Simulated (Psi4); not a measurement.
C$_{4}$H$_{5}$ (SMILES [CH]=CC=C), doublet (typed; the unrestricted solution is spin-contaminated), geometry from GFN2-xTB; HF/6-31G* (Psi4 1.11).

Input for Psi4:
```
memory 2 GB

molecule {
0 2
C    -1.45006822   -1.07167082   -0.63158736
C    -0.25920185   -0.56808578   -0.50436756
C     0.13180099    0.47529935    0.45030056
C     1.36582743    0.95156397    0.53475037
H    -2.41592108   -0.96137587   -0.19544851
H     0.55153888   -0.91673113   -1.13669287
H    -0.65429776    0.84357236    1.09483111
H     2.15903411    0.59378581   -0.10123445
H     1.62949575    1.71810851    1.24396860
}

set {
  basis 6-31g*
  reference uhf
}

energy('scf')
print_variables()
```

What does Psi4 print? Leave out banner, timings and long lists.


```
   => Loading Basis Set <=

    Name: 6-31G*
    Role: ORBITAL
    Keyword: BASIS

         ---------------------------------------------------------
                                   SCF
               by Justin Turney, Rob Parrish, Andy Simmonett
                          and Daniel G. A. Smith
                              UHF Reference
         ---------------------------------------------------------

  ==> Geometry <==

    Molecular point group: c1
    Full point group: C1

    Geometry (in Angstrom), charge = 0, multiplicity = 2:

       Center              X                  Y                   Z               Mass
    ------------   -----------------  -----------------  -----------------  -----------------
         C           -1.426313807012    -1.047775925514    -0.614650070287    12.000000000000
         C           -0.235447437012    -0.544190885514    -0.487430270287    12.000000000000
         C            0.155555402988     0.499194244486     0.467237849713    12.000000000000
         C            1.389581842988     0.975458864486     0.551687659713    12.000000000000
         H           -2.392166667012    -0.937480975514    -0.178511220287     1.007825032230
         H            0.575293292988    -0.892836235514    -1.119755580287     1.007825032230
         H           -0.630543347012     0.867467254486     1.111768399713     1.007825032230
         H            2.182788522988     0.617680704486    -0.084297160287     1.007825032230
         H            1.653250162988     1.742003404486     1.260905889713     1.007825032230

  Running in c1 symmetry.

  Rotational constants: A =      1.50290  B =      0.15871  C =      0.14355 [cm^-1]
  Rotational constants: A =  45055.91366  B =   4758.08266  C =   4303.60495 [MHz]
  Nuclear repulsion =   97.433005914062079

  Charge       = 0
  Multiplicity = 2
  Electrons    = 29
  Nalpha       = 15
  Nbeta        = 14

  ==> Algorithm <==

  SCF Algorithm Type is DF.
  DIIS enabled.
  MOM disabled.
  Fractional occupation disabled.
  Guess Type is SAD.
  Energy threshold   = 1.00e-06
  Density threshold  = 1.00e-06
  Integral threshold = 1.00e-12

  ==> Primary Basis <==

  Basis Set: 6-31G*
    Blend: 6-31G*
    Number of shells: 34
    Number of basis functions: 70
    Number of Cartesian functions: 70
    Spherical Harmonics?: false
    Max angular momentum: 2

   => Loading Basis Set <=

    Name: (6-31G* AUX)
    Role: JKFIT
    Keyword: DF_BASIS_SCF

  ==> Integral Setup <==

  SCF_SUBTYPE=INCORE selected. In-core MEM_DF algorithm will be used.
  Using in-core AOs.

  ==> MemDFJK: Density-Fitted J/K Matrices <==

    J tasked:                   Yes
    K tasked:                   Yes
    wK tasked:                   No
    Algorithm:                 Core
    Schwarz Cutoff:           1E-12
    Mask sparsity (%):       0.6939
    Fitting Condition:        1E-10

   => Auxiliary Basis Set <=

  Basis Set: (6-31G* AUX)
    Blend: CC-PVDZ-JKFIT
    Number of shells: 141
    Number of basis functions: 449
    Number of Cartesian functions: 449
    Spherical Harmonics?: false
    Max angular momentum: 3

  Minimum eigenvalue in the overlap matrix is 3.9116521906E-03.
  Reciprocal condition number of the overlap matrix is 5.7503766894E-04.
    Using symmetric orthogonalization.

  ==> Pre-Iterations <==

  SCF Guess: Superposition of Atomic Densities via on-the-fly atomic UHF (no occupation information).

   -------------------------
    Irrep   Nso     Nmo
   -------------------------
     A         70      70
   -------------------------
    Total      70      70
   -------------------------

  ==> Iterations <==

                           Total Energy        Delta E     RMS |[F,P]|

   @DF-UHF iter SAD:  -153.26164181948138   -1.53262e+02   0.00000e+00
   @DF-UHF iter   1:  -154.18493890685014   -9.23297e-01   4.58195e-03 DIIS/ADIIS
   @DF-UHF iter   2:  -154.25759961905206   -7.26607e-02   1.70000e-03 DIIS/ADIIS
   @DF-UHF iter   3:  -154.26752316221297   -9.92354e-03   6.21171e-04 DIIS/ADIIS
   @DF-UHF iter   4:  -154.27021063005736   -2.68747e-03   3.13930e-04 DIIS/ADIIS
   @DF-UHF iter   5:  -154.27102543785514   -8.14808e-04   2.19642e-04 DIIS/ADIIS
   @DF-UHF iter   6:  -154.27203607954220   -1.01064e-03   2.03835e-04 DIIS/ADIIS
   @DF-UHF iter   7:  -154.27277573283052   -7.39653e-04   2.01434e-04 DIIS/ADIIS
   @DF-UHF iter   8:  -154.27350219019064   -7.26457e-04   1.99768e-04 DIIS/ADIIS
   @DF-UHF iter   9:  -154.27487222200193   -1.37003e-03   1.95395e-04 DIIS/ADIIS
   @DF-UHF iter  10:  -154.27662807762255   -1.75586e-03   1.84344e-04 DIIS/ADIIS
   @DF-UHF iter  11:  -154.27962637851624   -2.99830e-03   1.10660e-04 DIIS/ADIIS
   @DF-UHF iter  12:  -154.27938389907581    2.42479e-04   1.66214e-04 DIIS/ADIIS
   @DF-UHF iter  13:  -154.27999762696288   -6.13728e-04   6.15376e-05 DIIS
   @DF-UHF iter  14:  -154.27995205309026    4.55739e-05   7.20692e-05 DIIS
   @DF-UHF iter  15:  -154.28020875952558   -2.56706e-04   1.25840e-05 DIIS
   @DF-UHF iter  16:  -154.28020853894489    2.20581e-07   9.30020e-06 DIIS
   @DF-UHF iter  17:  -154.28021208069930   -3.54175e-06   5.55711e-07 DIIS
   @DF-UHF iter  18:  -154.28021208209805   -1.39875e-09   2.76221e-07 DIIS
  Energy and wave function converged.

  ==> Post-Iterations <==

   @Spin Contamination Metric:   4.955459544E-01
   @S^2 Expected:                7.500000000E-01
   @S^2 Observed:                1.245545954E+00
   @S   Expected:                5.000000000E-01
   @S   Observed:                5.000000000E-01

    Orbital Energies [Eh]
    ---------------------

    Alpha Occupied:

[...]
    Alpha Virtual:

[...]
      70A      4.872918

    Beta Occupied:

[...]
    Beta Virtual:

[...]
    Final Occupation by Irrep:
              A
    DOCC [    14 ]
    SOCC [     1 ]
    NA   [    15 ]
    NB   [    14 ]

  @DF-UHF Final Energy:  -154.28021208209805

   => Energetics <=

    Nuclear Repulsion Energy =             97.4330059140620790
    One-Electron Energy =                -399.6383458628470180
    Two-Electron Energy =                 147.9251278666869212
    Total Energy =                       -154.2802120820980463

  UHF NO Occupations:
  HONO-2 :   13  A 1.9458687
  HONO-1 :   14  A 1.7935124
  HONO-0 :   15  A 1.0000000
  LUNO+0 :   16  A 0.2064876
  LUNO+1 :   17  A 0.0541313
  LUNO+2 :   18  A 0.0038772
  LUNO+3 :   19  A 0.0021142

Computation Completed

Properties will be evaluated at   0.000000,   0.000000,   0.000000 [a0]

Properties computed using the SCF density matrix

 Multipole Moments:

 ------------------------------------------------------------------------------------
     Multipole            Electronic (a.u.)      Nuclear  (a.u.)        Total (a.u.)
 ------------------------------------------------------------------------------------

 L = 1.  Multiply by 2.5417464519 to convert [e a0] to [Debye]
 Dipole X            :         -1.2951605            1.3017907            0.0066303
 Dipole Y            :         -1.1454955            1.3094894            0.1639939
 Dipole Z            :         -0.7599008            0.9281982            0.1682974
 Magnitude           :                                                    0.2350787

 ------------------------------------------------------------------------------------

  Variable Map:
  ----------------------------------------------------------------------------
[...]
  Array Variable Map:
  ----------------------------------------------------------------------------
[...]
[...]
```
